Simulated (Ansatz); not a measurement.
## How methods differ on AgH (SMILES [AgH])

The species is AgH (2 atoms), meant as a singlet with charge 0. As SMILES, `[AgH]`. Geometry: the measured bond length.

| atom | x (Å) | y (Å) | z (Å) |
| --- | --- | --- | --- |
| Ag | 0.0000 | 0.0000 | 0.0000 |
| H | 0.0000 | 0.0000 | 1.6181 |

Quantity: the energy change with the Ag1–H2 bond stretched from 1.618 to 3.236 Å, in eV. The values are calculated.

```tsv
level	kind	program	value (eV)	less FCI/STO-3G
HF/STO-3G (restricted)	Hartree–Fock	Ansatz	7.16	+4.89
revPBE/STO-3G (restricted)	GGA	Ansatz	4.92	+2.65
r2SCAN/STO-3G (restricted)	meta-GGA	Ansatz	5.34	+3.07
PBE0/STO-3G (restricted)	global hybrid	Ansatz	5.75	+3.48
r2SCAN0/STO-3G (restricted)	hybrid meta-GGA	Ansatz	5.93	+3.66
HSE06/STO-3G (restricted)	range-separated hybrid	Ansatz	5.72	+3.45
B2PLYP/STO-3G (restricted)	double hybrid	Ansatz	5.24	+2.97
BCCD(T)/STO-3G (restricted)	coupled cluster or CI	Ansatz	2.21	-0.06
FCI/STO-3G	exact in the basis	Ansatz	2.27	0.00
```

FCI/STO-3G is exact within its basis and frozen core, so for wave-function methods in that basis the difference is their error; functionals converge differently with the basis, so for them it is only a difference. A spin-restricted reference rises too steeply as a bond breaks; here HF/STO-3G, revPBE/STO-3G, r2SCAN/STO-3G, PBE0/STO-3G, r2SCAN0/STO-3G, HSE06/STO-3G, B2PLYP/STO-3G lie well above the multireference or unrestricted value. All-electron rows without a relativistic Hamiltonian named are non-relativistic. The first shape isn't each level's own minimum. The values span 2.21 to 7.16 eV. All rows use very small basis sets, so none should be taken for the real molecule's value.
